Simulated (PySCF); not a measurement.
**Radial density of Be (beryllium, neutral)**

HSE06, [He] 2s1 3s1, 3s spin antiparallel (an excited configuration). All numbers are calculated (PySCF 2.14, the spin-free X2C one-electron Hamiltonian (Gaussian nucleus), in aug-cc-pVTZ-DK (5s4p3d2f, 46 functions)).

```tsv
r (bohr)	4πr²ρ (e/bohr)
0.00547	0.01286
0.00920	0.03529
0.0155	0.09423
0.0260	0.2445
0.0438	0.5993
0.0736	1.339
0.124	2.556
0.208	3.775
0.350	3.665
0.589	1.811
0.991	0.5271
1.67	0.7462
2.80	0.6218
4.72	0.1212
7.93	0.002790
```

Densities and radii are taken from the X2C orbitals without a picture-change correction, which distorts them close to the nucleus.

The outer electron is Rydberg-like, and this basis confines it to a smaller radius and binds it less than a complete one would. With the s spin flipped the determinant is a mixture of two multiplicities, not a spectroscopic state.
